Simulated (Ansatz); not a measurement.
Compare A (`C[NH][Al]1[BH][S]1`) with its isomer B (`SC[B]1[NH][AlH]1`).

Calculated with Ansatz (gas phase, PBE0-D4/def2-TZVP geometries, no zero-point term in ΔE). CCSD(T)/CBS adds triple-zeta CCSD(T) − MP2 to the extrapolated MP2 energy (def2 sets, frozen cores). Functionals use def2-TZVPP. B3LYP here is the variant with VWN-RPA as its local correlation; programs differ in this. Each species was taken in one conformer, which may not be the lowest.

**Question.** Which isomer does CCSD(T)/CBS put lower? Give the gap. (Estimate.)

**Answer.** Ansatz gave: A, by 88.7 kJ/mol.

**Question.** Give E(B) − E(A) in kJ/mol with CCSD(T)/def2-TZVPP, ωB97M-V, PBE0-D4, MP2/def2-TZVPP, CCSD/def2-TZVPP, B3LYP-D4, B3LYP. (Best estimate.)

**Answer.** Ansatz gave: CCSD(T)/def2-TZVPP 87.7, ωB97M-V 80.3, PBE0-D4 86.0, MP2/def2-TZVPP 90.8, CCSD/def2-TZVPP 87.3, B3LYP-D4 81.8, B3LYP 84.2. None reverses the order clearly.

Largest T1 diagnostic: 0.015.

From PBE to PBE0 (25 % exact exchange), in def2-TZVPP and without D4, E(B) − E(A) moves by +3.7 kJ/mol.
